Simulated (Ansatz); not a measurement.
Relaxation of C₂H₈B₂Si (13 atoms, charge 0, multiplicity 1), to a largest force component of 0.02 eV/Å in at most 50 steps.

Computed with RKS CAM-B3LYP/6-31G* in Ansatz 0.2.0.

```xyz
13
Properties=species:S:1:pos:R:3
B -1.643 -0.244 0.441
C -0.139 -0.243 0.104
B 0.718 -1.359 0.791
C 0.342 0.174 -1.273
Si 0.685 1.454 0.028
H -2.069 0.313 1.432
H -2.414 -0.849 -0.206
H 0.899 -2.404 0.290
H 1.111 -1.197 1.963
H -0.551 0.476 -1.928
H 1.155 -0.342 -1.666
H -0.168 2.638 -0.143
H 2.095 1.548 0.183
```

Task: Where does it end, and by what steps?

Result: The forces met the threshold. After 12 steps the energy has fallen by 1.267 eV; H8 moved furthest, 1.22 Å.

```json
{"step": "0", "energy less start (eV)": "0.0000", "largest force component (eV/Å)": "3.649", "accepted": "yes"}
{"step": "1", "energy less start (eV)": "-0.5664", "largest force component (eV/Å)": "0.843", "accepted": "yes"}
{"step": "2", "energy less start (eV)": "-0.8316", "largest force component (eV/Å)": "0.528", "accepted": "yes"}
{"step": "3", "energy less start (eV)": "-1.0230", "largest force component (eV/Å)": "0.412", "accepted": "yes"}
{"step": "4", "energy less start (eV)": "-1.1577", "largest force component (eV/Å)": "0.246", "accepted": "yes"}
{"step": "5", "energy less start (eV)": "-1.2144", "largest force component (eV/Å)": "0.298", "accepted": "yes"}
{"step": "6", "energy less start (eV)": "-1.2487", "largest force component (eV/Å)": "0.252", "accepted": "yes"}
{"step": "7", "energy less start (eV)": "-1.2623", "largest force component (eV/Å)": "0.164", "accepted": "yes"}
{"step": "8", "energy less start (eV)": "-1.2582", "largest force component (eV/Å)": "0.364", "accepted": "no"}
{"step": "9", "energy less start (eV)": "-1.2664", "largest force component (eV/Å)": "0.097", "accepted": "yes"}
{"step": "10", "energy less start (eV)": "-1.2615", "largest force component (eV/Å)": "0.300", "accepted": "no"}
{"step": "11", "energy less start (eV)": "-1.2670", "largest force component (eV/Å)": "0.021", "accepted": "yes"}
{"step": "12", "energy less start (eV)": "-1.2670", "largest force component (eV/Å)": "0.019", "accepted": "yes"}
```

```xyz
13
Properties=species:S:1:pos:R:3
B -1.604 -0.104 0.506
C -0.207 -0.449 -0.010
B 0.775 -1.213 0.878
C 0.213 -0.025 -1.430
Si 0.628 1.264 -0.187
H -1.879 -0.287 1.654
H -2.429 0.371 -0.225
H 1.819 -1.610 0.439
H 0.515 -1.408 2.027
H -0.600 0.177 -2.124
H 1.030 -0.590 -1.872
H -0.233 2.444 0.007
H 1.993 1.395 0.351
```

Run time: 24 s on 2 threads of AMD EPYC 9R45 96-Core Processor (Zen 5), with other jobs on the host, peak memory 0.25 GiB.
